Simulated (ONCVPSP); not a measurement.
# What the settings do to the ONCV potential of B

Base potential:

ONCVPSP 4.0.1 input, shortened (lines: element, Z, core and valence counts, functional; n l f; lmax; l rc ep ncon nbas qcut; lloc lpopt rc5 dvloc0; l nproj debl; icmod fcfact rcfact), PBE, scalar-relativistic:

```
  B 5.00    1    2        4      upf
    1    0    2.00
    2    0    2.00
    2    1    1.00
    1
    0    1.25    0.00    3    7    5.50
    1    3.05    0.00    4    9    4.40
    4    4    1.00    0.00
    0    1    3.80
    1    2    3.10
    0    0.00    0.00
```

Cutoffs, loose and tight: the cutoffs (Ha) at which the residual kinetic energy of the hardest occupied pseudo-wave falls to 1 and 0.1 mHa per electron. They do not see the model core or the augmentation charge, which bear on the density cutoff. Test errors are all-electron minus pseudo excitation energies from the reference, over the configurations 2s2 2p0; 2s1 2p0; 2s2 2p0.5; 2s0 2p3. A dash means not determined; rows that change the core or the reference have their own tests.

A true bound ghost makes a file unfit for plane-wave use even where its test errors are small: the radial tests pick states by their node count and pass the ghost by.

```tsv
change	outcome	cutoff, loose	cutoff, tight	bound ghosts	GHOST(+) flags above zero	largest test error (meV)
base	generated	12 Ha	17 Ha	none	none	+313
all radii scaled by about 0.81 (s 1.02, p 2.48 bohr); local potential polynomial inside 0.82 bohr (lpopt 4, dvloc0 0 Ha)	generated	12 Ha	150 Ha	p	none	+211
all radii scaled by about 0.93 (s 1.16, p 2.82 bohr); local potential polynomial inside 0.92 bohr (lpopt 4, dvloc0 0 Ha)	generated	12 Ha	17 Ha	none	none	+267
all radii scaled by about 1.07 (s 1.34, p 3.28 bohr); local potential polynomial inside 1.08 bohr (lpopt 4, dvloc0 0 Ha)	generated	11 Ha	15 Ha	none	none	+367
all radii scaled by about 1.22 (s 1.52, p 3.72 bohr); local potential polynomial inside 1.22 bohr (lpopt 4, dvloc0 0 Ha)	generated	10 Ha	14 Ha	none	p	+473
all radii scaled by about 1.33 (s 1.66, p 4.04 bohr); local potential polynomial inside 1.32 bohr (lpopt 4, dvloc0 0 Ha)	generated	9.6 Ha	13 Ha	none	p	+552
```

Reading the sweep of the scale of all radii (base = 1) (base included, trends over the rows without a ghost): The loose cutoff stays near 11 Ha. The median size of the test errors (rows with all tests solved) rises from 72.0 meV at 0.93 to 178.8 meV at 1.33. More of the atom is replaced by a form fitted at one configuration, so other configurations suffer as the radius grows. Bound ghosts are found at 0.81.
